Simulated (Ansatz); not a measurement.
Coupled-cluster diagnostics for Sn(OEt)H3 (C2H8OSn), Ansatz.

Geometry of the singlet (B3LYP-D4/def2-SVP):

```xyz
12

Sn    1.043   -0.680   -1.921
O     0.479   -0.512   -0.007
C    -0.474    0.450    0.390
C    -0.718    0.312    1.884
H    -0.127    1.482    0.167
H    -1.435    0.321   -0.153
H    -1.457    1.052    2.233
H    -1.093   -0.697    2.118
H     0.221    0.463    2.439
H     2.196   -1.944   -1.877
H     1.716    0.826   -2.417
H    -0.350   -1.074   -2.855
```

In the def2 sets Sn takes a core potential; there is no spin–orbit coupling. Correlated methods freeze 7 core orbitals; core or outer-core shells of Sn are correlated, in sets that lack core-valence functions.

Estimate the CCSD(T) correlation energy, the shares of MP2 and (T), T1 and the reference's ⟨S²⟩ for: charge 0, singlet, own geometry in def2-TZVP; and the rough time on 4 threads of Intel Xeon on a shared host.


| state | basis | correlation (eV) | MP2 share (%) | (T) share (%) | T1 | ⟨S²⟩ (pure) | wall time |
| --- | --- | --- | --- | --- | --- | --- | --- |
| charge 0, singlet, own geometry | def2-TZVP | -26.470 | 92.9 | 3.3 | 0.013 | 0.00 (0.00) | 64 s |
Customary marks for T1 are 0.02 (closed shells), 0.045 (open shells) and about 0.05 (3d metals). T1 stays under 0.02 throughout.
